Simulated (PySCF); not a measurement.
Cl2FH3Si2, SMILES F[SiH2][SiH](Cl)Cl.

Coordinates come from a B3LYP-D3(BJ)/def2-SVP optimisation. This is a generated structure with no PubChem entry under its InChIKey; it may be hypothetical. Other conformers were not sampled.

Two levels are set side by side: PBE/def2-TZVP (PySCF) and PBE0/def2-TZVP (PySCF). Same geometry, gas phase. Differences are taken from unrounded values.

```json
[
 {"quantity": "orbital gap (eV)", "PBE0": "7.12", "PBE": "5.02", "PBE minus PBE0": "-2.10"},
 {"quantity": "highest occupied level (eV)", "PBE0": "-8.41", "PBE": "-7.16", "PBE minus PBE0": "1.25"},
 {"quantity": "lowest empty level (eV)", "PBE0": "-1.29", "PBE": "-2.14", "PBE minus PBE0": "-0.85"},
 {"quantity": "dipole moment (D)", "PBE0": "1.13", "PBE": "1.02", "PBE minus PBE0": "-0.10"},
 {"quantity": "mean polarisability (bohr³)", "PBE0": "74.6", "PBE": "77.6", "PBE minus PBE0": "3.0"}
]
```

PBE's occupied levels lie high since its potential decays too fast outside the molecule; exact exchange lowers them and widens the gap. Loosely held outer electrons make PBE densities more polarisable. Differences between two approximate levels are no errors against the true value.

Rough cost on one machine, each run with all the roots and properties that it gave: PBE0 against PBE within a factor of 2.
